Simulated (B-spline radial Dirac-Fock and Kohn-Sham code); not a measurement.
# Dipole and non-dipole photoemission parameters of Fe 3s

System: the Fe atom, configuration [Ar] 3d6 4s2; threshold 91.30 eV (tabulated edge). Level of theory: Dirac-Hartree-Slater photoionisation with a Latter tail; cross sections with all multipoles, angular parameters from the dipole term and its interference with E2; an atomic code on a B-spline grid.

The run's input, task.json:

```json
{"items": [{
  "Z": 26,
  "q": 0,
  "cfg": [[1, 0, 2], [2, 0, 2], [2, 1, 6], [3, 0, 2], [3, 1, 6], [3, 2, 6], [4, 0, 2]],
  "A": 56,
  "rrms": 3.7377,
  "do": "xps",
  "hv": [53.9, 77.2, 80, 114.0, 166.0, 194.0, 300, 400, 583.0, 800, 843.0, 855.0, 1000.0, 1070.0, 1170.0, 1220.0, 1300.0, 1420.0, 1850.0, 1900.0, 1930.0, 2000, 2010.0, 2680.0, 2984.4, 3640.0, 5414.7, 6000, 11200.0, 11800.0],
  "edges": {"K": 7112.0, "L1": 844.6, "L2": 719.9, "L3": 706.8, "M1": 91.3}
}]}
```

Command: `python xray2_run.py task.json out`

For linearly polarised light dσ/dΩ = σ/(4π) [1 + β P₂(cos θ) + (δ + γ cos²θ) sin θ cos φ], with θ from the polarisation vector and φ the angle between the beam and the projection of the electron momentum on the plane normal to the polarisation.

```csv
hν (eV),σ (kb),β,γ
114,289,1.997,0.122
166,250,1.999,0.247
194,219,1.999,0.249
300,?,?,?
400,93.1,1.999,0.095
583,53.2,1.999,-0.001
800,31.6,1.999,-0.050
843,28.9,1.999,-0.054
855,28.2,1.999,-0.055
1000,21.3,1.999,-0.057
1070,18.8,1.999,-0.053
1170,16.0,2.000,-0.045
1220,14.7,2.000,-0.040
1300,13.1,2.000,-0.029
1420,11.0,2.000,-0.011
1850,6.56,2.000,0.074
1900,6.22,2.000,0.085
1930,6.03,2.000,0.092
2000,5.61,2.000,0.108
2010,5.55,2.000,0.110
2680,3.06,2.000,0.265
2984.4,2.44,2.000,0.336
3640,1.58,1.999,0.485
5414.7,0.644,1.999,0.856
6000,0.507,1.999,0.967
11200,0.109,1.999,1.770
11800,0.0955,1.999,1.848
```

Task: Give the values at 300 eV.

Result: σ = 137 kb, β = 1.999, γ = 0.173. For an s subshell δ is negligible.

Values without a named source are computed, but for edge energies of neutral atoms, which are taken from tables.
